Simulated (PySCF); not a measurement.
# Manganese: highly charged ions in a basis for the neutral atom

Mn¹⁸⁺ [He] 2s2 2p3, Mn¹⁹⁺ [He] 2s2 2p2. Calculation: PySCF 2.14, in cc-pVDZ-DK; the spin-free X2C one-electron Hamiltonian (Gaussian nucleus). No spin-orbit coupling, so a gap to NIST mixes the basis error with missing relativistic terms.

Changed run: basis of the neutral atom used for a highly charged ion. This setting is unsound on purpose.

```json
{"species": "Mn¹⁸⁺", "method": "UHF", "sound run (hartree)": "not run", "changed run (hartree)": "-917.95328", "converged": "yes"}
{"species": "Mn¹⁸⁺", "method": "PBE", "sound run (hartree)": "not run", "changed run (hartree)": "-917.91764", "converged": "yes"}
{"species": "Mn¹⁸⁺", "method": "M06-L", "sound run (hartree)": "not run", "changed run (hartree)": "-918.23144", "converged": "yes"}
{"species": "Mn¹⁹⁺", "method": "UHF", "sound run (hartree)": "not run", "changed run (hartree)": "-864.86508", "converged": "yes"}
{"species": "Mn¹⁹⁺", "method": "PBE", "sound run (hartree)": "not run", "changed run (hartree)": "-864.86481", "converged": "yes"}
{"species": "Mn¹⁹⁺", "method": "M06-L", "sound run (hartree)": "not run", "changed run (hartree)": "-865.11407", "converged": "yes"}
```

Ionisation energy of Mn¹⁸⁺:

```csv
method,changed run (eV),NIST (eV)
UHF,1444.6,1430.9 ± 2.2
PBE,1443.6,1430.9 ± 2.2
M06-L,1445.4,1430.9 ± 2.2
```

The contracted functions were made for the neutral atom and can be too rigid for a highly charged ion.
